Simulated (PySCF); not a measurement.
Correlation energy of Au⁻ (gold, charge -1)

[Xe] 4f14 5d10 6s2, closed-shell 1S. All numbers are calculated (PySCF 2.14, scalar relativity through the core potential, in aug-cc-pwCVDZ-PP with ECP60MDF). Frozen: 5s2 5p6; 12 electrons correlated.

MP2 pair energies summed by pair of shells (mhartree):

```csv
pair,energy,share (%)
5d-5d,-306.16,75.0
5d-6s,-85.32,20.9
6s-6s,-16.93,4.1
```

Total MP2 correlation energy: -408.42 mhartree.

Same-spin part -139.93 and opposite-spin part -268.48 mhartree; SCS-MP2 scales them by 1/3 and 6/5 to -368.82 mhartree.
